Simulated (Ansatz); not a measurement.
`[NH2][Ta]([NH2])([NH2])=[S]`, 11 atoms. Charge 0, multiplicity 1. Correlated methods include outer-core shells of Ta, which these sets cover unevenly. Ta: def2 effective core potential. All runs use 4 threads of an Arm Neoverse V1 on a shared host. Correlated methods freeze the cores.

**Question.** How many basis functions does each run have, and how long does it take in Ansatz? RKS PBE0-D4/def2-TZVPP energy; RKS ωB97M-V/def2-SVP energy; RKS LC-ωPBE/def2-TZVPP energy; RHF-CCSD(T)/def2-TZVPP energy; RKS PBE0-D4/def2-QZVPP energy; RHF-MP2/def2-QZVPP energy; RKS r2SCANh-D4/def2-TZVPP energy; RKS ωB97M-V/def2-QZVPP energy; RKS PBE0-D4/def2-SVP energy; RKS PBE0-D4/def2-TZVP relaxation (5 steps); RKS CAM-B3LYP-D4/def2-TZVPP energy; RKS PBE0-D4/def2-TZVP frequencies. (An estimate is asked.)

**Answer.** Ansatz gave: Other jobs shared the machine, so times are rough.

```
                      level                   job  functions  wall time  peak host memory (GiB)
       RKS PBE0-D4/def2-SVP                energy        122      1.6 s                    0.54
     RKS LC-ωPBE/def2-TZVPP                energy        275      3.5 s                    0.56
     RKS PBE0-D4/def2-TZVPP                energy        275        4 s                    0.76
RKS CAM-B3LYP-D4/def2-TZVPP                energy        275      4.6 s                    0.86
  RKS r2SCANh-D4/def2-TZVPP                energy        275        7 s                    0.78
       RKS ωB97M-V/def2-SVP                energy        122      7.5 s                    0.54
     RKS PBE0-D4/def2-QZVPP                energy        502      9.5 s                     1.9
      RKS PBE0-D4/def2-TZVP  relaxation (5 steps)        206       23 s                    0.59
     RKS ωB97M-V/def2-QZVPP                energy        502       24 s                     2.4
         RHF-MP2/def2-QZVPP                energy        502       25 s                     3.2
      RKS PBE0-D4/def2-TZVP           frequencies        206    3.1 min                    0.58
     RHF-CCSD(T)/def2-TZVPP                energy        275    6.8 min                       8
```

LC-ωPBE has ω = 0.4 bohr⁻¹.
